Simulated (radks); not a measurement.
Spherical quantum dot in the effective-mass picture: electrons in a parabolic well V = omega^2 r^2 / 2 with omega = 0.636, all in effective atomic units (hartree* = m*/eps^2 hartree, bohr* = eps/m* bohr), one dielectric constant everywhere. Method: non-relativistic Kohn-Sham, exchange-only LDA, spin-polarised, spherical densities; computed with a radial shooting solver with Libxc functionals. Levels are named by radial order and angular momentum (1s, 1p, 1d, 2s, ...), and open shells are averaged over m.

N = 7, configuration 1s2 1p(up 3, down 2). This is the lowest configuration that the search found. Occupied and some empty levels:

| level | occupation | eigenvalue (hartree*) | <r> (bohr*) |
|---|---|---|---|
| 1s up | 1 | 3.7739 | 1.843 |
| 1s down | 1 | 3.8071 | 1.840 |
| 1p up | 3 | 4.1541 | 2.298 |
| 1p down | 2 | 4.1883 | 2.304 |
| 1d up | 0 | 4.5868 | 2.639 |
| 1d down | 0 | 4.6186 | 2.649 |
| 2s up | 0 | 4.6873 | 2.343 |
| 2s down | 0 | 4.7110 | 2.350 |
| 1f up | 0 | 5.0580 | 2.924 |
| 1f down | 0 | 5.0862 | 2.935 |

Energy (hartree*): total 18.9368, kinetic 3.3179, external 7.4182, Hartree 10.125, exchange-correlation -1.9239.
